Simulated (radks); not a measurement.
Values are calculated unless marked as measured or tabulated.
All-electron atom: W in [Xe] 4f14 5d4 6s2.

Code: a radial shooting solver on a logarithmic mesh with Libxc functionals. Model: Dirac Kohn-Sham, PBE, spin-unpolarised, spherical densities, point nucleus; open shells fill j = l - 1/2 first.

Energy parts (hartree):
total: -16165.9372
kinetic: 18218.2942
electron-nucleus: -40387.1359
Hartree: 6328.0054
exchange-correlation: -325.1008

Orbitals (lengths in bohr, moments of r in powers of bohr; <r^-3> diverges for s and p1/2):
\begin{tabular}{lrrrr}
orbital & occ. & eigenvalue (hartree) & <r^2> & <r^-3> \\ \hline
1s1/2 & 2 & -2550.377 & 0.0004628 & - \\
2s1/2 & 2 & -439.8596 & 0.007060 & - \\
2p1/2 & 2 & -420.5769 & 0.005042 & - \\
2p3/2 & 4 & -370.8593 & 0.006243 & 16320 \\
3s1/2 & 2 & -101.2789 & 0.04612 & - \\
3p1/2 & 2 & -92.70221 & 0.04232 & - \\
3p3/2 & 4 & -81.95128 & 0.04891 & 3693 \\
3d3/2 & 4 & -67.53216 & 0.03792 & 638.4 \\
3d5/2 & 6 & -65.19459 & 0.03973 & 543.0 \\
4s1/2 & 2 & -20.87592 & 0.2282 & - \\
4p1/2 & 2 & -17.32048 & 0.2355 & - \\
4p3/2 & 4 & -14.82914 & 0.2709 & 856.3 \\
4d3/2 & 4 & -8.99565 & 0.2955 & 129.7 \\
4d5/2 & 6 & -8.53669 & 0.3089 & 108.0 \\
5s1/2 & 2 & -2.88006 & 1.284 & - \\
5p1/2 & 2 & -1.82974 & 1.576 & - \\
5p3/2 & 4 & -1.47010 & 1.873 & 121.0 \\
4f5/2 & 6 & -1.24156 & 0.4573 & 19.62 \\
4f7/2 & 8 & -1.15937 & 0.4731 & 18.68 \\
6s1/2 & 2 & -0.20594 & 11.70 & - \\
5d3/2 & 4 & -0.17074 & 5.118 & 7.751 \\
5d5/2 & 0 & -0.14460 & 5.690 & 6.086 \\
6p1/2 & 0 & -0.06120 & 23.78 & - \\
6p3/2 & 0 & -0.04416 & 30.20 & 5.487 \\
\end{tabular}

The highest occupied level is 5d3/2 at -4.646 eV. Summed over all electrons, <r^2> = 69.47 bohr^2, which gives a Langevin (diamagnetic) susceptibility term of -55 x 10^-6 cm^3/mol.

Run on one thread of a shared host, so times are rough (Arm Neoverse N1): 0.29 s of CPU time, 0.29 s wall, 15 iterations on 2728 mesh points.
